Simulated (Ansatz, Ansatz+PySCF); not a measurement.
| atom | x (Å) | y (Å) | z (Å) |
| --- | --- | --- | --- |
| C | 0.0000 | 0.4471 | -0.3001 |
| H | 0.0000 | 1.3738 | 0.1812 |
| O | 0.0000 | -0.5071 | 0.2024 |

Basis set: def2-SVP (spherical functions). Frozen core: 2 orbitals. Correlation on ROHF uses semicanonical orbitals with singles. Charge 0, multiplicity 2.

Computed with Ansatz (development build ahead of 0.2.0); each method stands on the lowest determinant of its kind that the runs found.

**Question.** Give the atomization energy at this shape (free ground-state atoms in the same class of orbitals less the molecule, no zero-point energy) of doublet CHO by ROHF-CCSD(T), ROHF-MP2, UHF-MP2, UHF, ROHF.

**Answer.**

```csv
method,atomization energy
ROHF-CCSD(T),10.66 eV
ROHF-MP2,11.11 eV
UHF-MP2,11.06 eV
UHF,7.52 eV
ROHF,7.65 eV
```

Caution: the shape is not the minimum.
